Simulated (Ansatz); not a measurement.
Two members of one family (Series SiH3X), computed with Ansatz in the gas phase. The two geometries come from different levels. Binding counts from free atoms in the multiplicity of their measured ground term, without zero-point energy. The structures are stationary points that may keep the symmetry of their start.

First: Si(NMe2)H3 (singlet, charge 0, PBE0-D4/def2-SVP geometry).

Cartesian coordinates in Å:
```
Si -0.645 -1.256 -0.845
N 0.169 -0.036 0.083
C -0.227 0.259 1.436
C 0.915 1.015 -0.560
H 0.655 0.502 2.058
H -0.723 -0.609 1.896
H -0.924 1.120 1.509
H 1.254 0.699 -1.557
H 0.332 1.951 -0.684
H 1.817 1.271 0.029
H -0.913 -2.419 0.055
H 0.251 -1.651 -1.974
H -1.961 -0.846 -1.446
```

| level | HOMO (eV) | LUMO (eV) | gap (eV) | binding per atom (eV) |
| --- | --- | --- | --- | --- |
| PBE-D4/def2-SVP | -4.92 | 0.14 | 5.06 | 3.68 |
| PBE-D4/def2-TZVP | -5.07 | -0.31 | 4.76 | 3.67 |
| B3LYP-D4/6-31G | -5.68 | 0.89 | 6.57 | 3.49 |
| PBE0-D4/def2-SVP | -6.26 | 1.02 | 7.28 | 3.64 |
| ωB97M-V/def2-TZVP | -8.67 | 2.12 | 10.79 | 3.64 |

Second: Si(PMe2)H3 (singlet, charge 0, PBE-D4/def2-SVP geometry).

Cartesian coordinates in Å:
```
Si -0.5147 -1.3741 -1.1279
P -0.5589 0.7754 -0.3870
C 1.2893 1.0910 -0.3534
C -0.8580 0.4286 1.4318
H 1.8676 0.3086 0.1819
H 1.4712 2.0657 0.1439
H 1.6669 1.1697 -1.3918
H -0.1631 -0.3185 1.8666
H -0.7507 1.3786 1.9945
H -1.8993 0.0742 1.5707
H -0.0962 -1.3951 -2.5742
H -1.8965 -1.9651 -1.0178
H 0.4424 -2.2389 -0.3374
```

Question: Estimate the same table for the second.

Answer: 
```
            level  HOMO (eV)  LUMO (eV)  gap (eV)  binding per atom (eV)
  PBE-D4/def2-SVP      -5.48      -0.19      5.29                   3.53
 PBE-D4/def2-TZVP      -5.56      -0.56      5.00                   3.53
   B3LYP-D4/6-31G      -6.24       0.38      6.62                   3.35
 PBE0-D4/def2-SVP      -6.59       0.64      7.23                   3.50
ωB97M-V/def2-TZVP      -8.73       1.88     10.62                   3.51
```
